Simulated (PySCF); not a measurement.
A PySCF script (with the pyscf-properties extension) for the NMR shieldings of `CO[Si](C)(C)[SiH2][C@@H](F)C=O`, C₅H₁₃FO₂Si₂, on a GFN2-xTB geometry:

```python
import basis_set_exchange as bse
import numpy as np
from pyscf import gto, dft
from pyscf.prop import nmr

atoms = """
C    -1.277999   -2.351196   -0.414392
O    -0.563889   -1.166113   -0.622533
Si   -0.792694    0.338190   -0.022343
C    -0.989244    0.367589    1.877291
C    -2.361285    1.144139   -0.768421
Si    1.138910    1.329003   -0.827574
C     2.591046    0.019012   -0.680553
F     3.696718    0.450199   -1.387640
C     2.904091   -0.135960    0.743029
O     2.156804   -0.615770    1.561020
H    -1.304832   -2.604023    0.646948
H    -2.301454   -2.258493   -0.785065
H    -0.771372   -3.148555   -0.959562
H    -1.893363   -0.144428    2.201842
H    -1.038782    1.383554    2.258104
H    -0.142165   -0.120114    2.352188
H    -3.270370    0.674982   -0.399584
H    -2.421517    2.199419   -0.521924
H    -2.370276    1.062159   -1.851904
H     1.608039    2.488717   -0.054815
H     1.261762    1.733971   -2.235282
H     2.257709   -0.915773   -1.134152
H     3.879411    0.296476    1.035401
"""
names = dict.fromkeys(["C", "O", "Si", "F", "H"], "pcSseg-1")
basis = {el: gto.basis.parse(bse.get_basis(n, elements=[el], fmt="nwchem")) for el, n in names.items()}
mol = gto.M(atom=atoms, basis=basis, charge=0, verbose=0)
mf = dft.RKS(mol, xc="PBE0")
mf.grids.level = 2
mf.grids.alignment = dft.numint.BLKSIZE   # the property module wants whole blocks of grid points
mf.conv_tol = 1e-9
mf.kernel()

calc = nmr.RKS(mf)   # GIAO
C = mf.mo_coeff
Co = C[:, mf.mo_occ > 0]
resp = mf.gen_response(singlet=True, hermi=2)
def vind(x):   # induced exchange potential for any number of trial vectors
    d = np.einsum("pi,xij,qj->xpq", C, 2 * x.reshape(-1, C.shape[1], Co.shape[1]), Co, optimize=True)
    return np.einsum("xpq,pi,qj->xij", resp(d - d.transpose(0, 2, 1)), C, Co, optimize=True).ravel()
mo1, _ = nmr.rhf.solve_mo1(calc, with_cphf=vind)
sigma = calc.kernel(mo1)
for i, s in enumerate(sigma):   # ppm
    w = np.linalg.eigvalsh((s + s.T) / 2)
    print("%2d %-2s iso %8.1f  s11 %8.1f  s22 %8.1f  s33 %8.1f" % (i, mol.atom_pure_symbol(i), w.mean(), *w))
```

Question: What are the results?

Answer: 
```
 0 C  iso    134.0  s11    107.6  s22    109.0  s33    185.4
 1 O  iso    321.5  s11    259.1  s22    340.0  s33    365.4
 2 Si iso    338.6  s11    300.1  s22    321.8  s33    394.0
 3 C  iso    185.0  s11    177.2  s22    183.4  s33    194.2
 4 C  iso    184.3  s11    173.5  s22    184.0  s33    195.3
 5 Si iso    420.6  s11    358.7  s22    435.7  s33    467.4
 6 C  iso     90.0  s11     55.8  s22     85.4  s33    128.9
 7 F  iso    427.5  s11    369.7  s22    431.0  s33    481.7
 8 C  iso    -26.3  s11   -113.2  s22    -47.2  s33     81.5
 9 O  iso   -306.3  s11   -929.5  s22   -377.9  s33    388.3
10 H  iso     28.0  s11     23.3  s22     26.3  s33     34.4
11 H  iso     28.0  s11     23.4  s22     26.0  s33     34.7
12 H  iso     27.8  s11     23.2  s22     25.5  s33     34.7
13 H  iso     31.2  s11     27.2  s22     29.0  s33     37.4
14 H  iso     31.9  s11     28.6  s22     28.8  s33     38.3
15 H  iso     30.5  s11     25.0  s22     28.6  s33     37.7
16 H  iso     31.1  s11     27.0  s22     29.0  s33     37.3
17 H  iso     31.9  s11     28.2  s22     29.2  s33     38.3
18 H  iso     31.5  s11     27.2  s22     28.9  s33     38.3
19 H  iso     28.1  s11     25.0  s22     26.8  s33     32.5
20 H  iso     27.8  s11     24.1  s22     26.5  s33     32.8
21 H  iso     25.9  s11     20.9  s22     26.1  s33     30.7
22 H  iso     21.2  s11     18.9  s22     20.9  s33     23.8
```

These numbers come from an equivalent density-fitted implementation of the same equations, which agrees with the script to about 0.01 ppm for H and up to a few tenths of a ppm for heavy atoms, so last digits may differ.

Question: Turn these shieldings into chemical shifts. References, each an isolated molecule treated in the same way: TMS for ¹³C (σref 186.93), ²⁹Si (σref 349.16), ¹H (σref 31.72); H2O for ¹⁷O (σref 336.08); ¹⁹F (σref 170.95) vs CFCl3.

Answer: Averaging equivalent atoms: C 8: 213.2; C 6: 96.9; C 0: 52.9; C 4: 2.7; C 3: 2.0; O 9: 642.4; O 1: 14.6; Si 2: 10.5; Si 5: -71.5; F 7: -256.5; H 22: 10.52; H 21: 5.80; H 20: 3.93; H 10/11/12: 3.78; H 19: 3.63; H 13/14/15: 0.54; H 16/17/18: 0.23 ppm. Unscaled 19F shifts against computed CFCl3 carry errors that often reach 10 to 50 ppm. Unscaled 17O shifts of doubly bonded oxygen tend to come out too high, by tens of ppm or more. Experimental scales use liquid or dissolved standards, which lie at an offset from isolated H2O (liquid H2O: subtract about 36 ppm).

Size and cost of the density-fitted run: 249 basis functions, 2.4 min wall time on 1 thread of an Arm Neoverse N1, shared host; peak memory 1.2 GiB.
